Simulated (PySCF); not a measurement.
Sb(OMe)(SiH3)2 (CH9OSbSi2), SMILES C[O][Sb]([SiH3])[SiH3].

The structure is a stationary point at r2SCAN-D4/def2-SVP. The def2 effective core potentials stand for the cores of Sb; spin–orbit coupling is left out. One conformer was computed; it need not be the lowest.

All values below come from PBE/def2-TZVP (PySCF).

The total energy is -937.59099 hartree. The highest occupied level comes out as -5.58 eV. The lowest empty level is -2.42 eV, the orbital gap is 3.16 eV and the dipole moment is 1.04 D. The quadrupole, principal values (traceless, Buckingham form, about the centre of nuclear charge) is -3.56, -0.87, 4.43 D·Å, the mean static polarisability is 127.0 bohr³ (18.82 Å³) and the polarisability, principal values comes out as 107.9, 130.0, 143.1 bohr³.
